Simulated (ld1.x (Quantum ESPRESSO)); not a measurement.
## Before and after: TM potential for Ru (Z = 44)

| Item | Value |
| --- | --- |
| Element | ruthenium |
| Generator | ld1.x (Quantum ESPRESSO) 7.5 |
| Type | norm-conserving Troullier–Martins (Kleinman–Bylander form) |
| Functional | PBE |
| Relativity | scalar-relativistic |
| Frozen core | [Kr] |
| Valence charge | 8 |
| Reference configuration | 4d7 5s1 5p0 |
| Partial waves | 5p (bound, empty): rc 3.80 bohr; 4d (bound): rc 1.40 bohr; 5s (bound): rc 2.55 bohr |
| Local potential | the s channel |
| Core correction | Bessel-smoothed model core inside 0.85 bohr |

All-electron outer shells of the reference configuration (PBE, scalar-relativistic, ld1.x):

```tsv
shell	level (eV)	outermost node (bohr)	outermost maximum (bohr)
4s	-76.37	0.48	0.92
4p	-46.42	0.49	0.98
4d	-5.20	0.48	1.21
5s	-4.24	1.24	2.73
5p	-0.91	1.41	3.97
```

Change: local potential all-electron potential smoothed inside 1.85 bohr (lloc = -1).

Cutoffs: the cutoffs (Ry, on a coarse ladder) from which the occupation-weighted sum of valence levels, in a spherical-Bessel basis at the reference potential, stays within 10 and 1 mRy of its value at 400 Ry; they do not see the model core or the augmentation charge, which bear on the density cutoff. Errors are all-electron minus pseudo energies relative to the spin-unpolarised reference configuration.

**Question.** What does the change do?

**Answer.** The potential gets neither clearly harder nor softer (55 Ry and 70 Ry → 55 Ry and 70 Ry); a bound ghost appears in s, which as a rule spoils a file; the number of tests that count goes from 6 to 7; of the 6 tests that both files solve, the error grows in 0 and shrinks in 5 by more than 15 % and 0.3 meV (median size 125.4 → 31.1 meV); the range in which the p phases agree narrows (upper end 1.4 → 0.3); the range in which the d phases agree widens (upper end 0.4 → 3.1). In the separable form a ghost depends on how the local part lies against the semilocal potential of the channel, so the choice of the local part can create or remove one.

```tsv
quantity	base	changed
cutoff, loose	55 Ry	55 Ry
cutoff, tight	70 Ry	70 Ry
bound ghosts	none	s
tests counted (converged, no solver errors)	6 of 7	7 of 7
error for 4d6 5s0 5p0, meV [ΔE 25.48 eV]	-127	-47
error for 4d5 5s0 5p0, meV [ΔE 56.10 eV]	-680	-332
error for 4d7.5 5s0.5 5p0, meV [ΔE -0.32 eV]	-25	-15
error for 4d6 5s2 5p0, meV [ΔE 1.70 eV]	-128	-85
error for 4d6 5s1 5p1, meV [ΔE 5.65 eV]	-124	-15
error for 4d7 5s0.5 5p0, meV [ΔE 2.86 eV]	-3.6	-3.6
s: phases at 4.09 bohr within 0.05 rad from the reference energy up to (Ry; the scan ends near 5)	1.0	1.1
p: phases at 4.09 bohr within 0.05 rad from the reference energy up to (Ry; the scan ends near 5)	1.4	0.3
d: phases at 4.09 bohr within 0.05 rad from the reference energy up to (Ry; the scan ends near 5)	0.4	3.1
```

Base: Tests not counted: 4d7 5s0 5p0 (solver errors, printed error -16 meV). Changed file: These tests converged, but a pseudo level misses the all-electron one widely, so the file describes the atom poorly there or has found another state: 4d5 5s0 5p0: empty 5s by 4.5 eV (a node warning on the way). A true bound ghost makes a file unfit for plane-wave use even where its test errors are small: the radial tests pick states by their node count and pass the ghost by.
